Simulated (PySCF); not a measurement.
A GIAO shielding run with PySCF 2.14.0 with density-fitted response routines (density fitting, non-relativistic, gas phase) on SMILES FC[SiH]1OCCCO1, C₄H₉FO₂Si:

```
$ OMP_NUM_THREADS=1 python probes_run.py task.json out

{"job": {"kind": "nmr", "xc": "PBE0", "basis": "pcSseg-1"}, "charge": 0, "multiplicity": 1}
F      3.753682    -0.172108    -0.061930
C      2.585478    -0.177616    -0.796520
Si     1.113350     0.140146     0.360774
O      0.219244    -1.219891     0.471205
C     -1.174169    -1.125294     0.631513
C     -1.789498    -0.121949    -0.338002
C     -1.208244     1.270793    -0.119511
O      0.182216     1.293775    -0.322395
H      2.698660     0.603819    -1.549158
H      2.544407    -1.148214    -1.293155
H      1.549982     0.565748     1.689651
H     -1.398992    -0.829546     1.663486
H     -1.579527    -2.126255     0.456483
H     -1.562347    -0.438061    -1.357416
H     -2.870033    -0.095417    -0.200850
H     -1.428811     1.607034     0.900605
H     -1.642397     1.985067    -0.825342
```

Hardware: 1 thread of an Arm Neoverse N1, shared host. The job also computes population analyses, field gradients, ring-centre shieldings.

Q: How large is the calculation?

A: 72 electrons, 188 basis functions and 998 auxiliary functions.

Q: How long does it take, and how much memory does it need?

A: 65 s of wall time, with 13 SCF cycles and 4 response iterations; peak memory 0.84 GiB. Times on a shared host scatter by some tens of per cent.
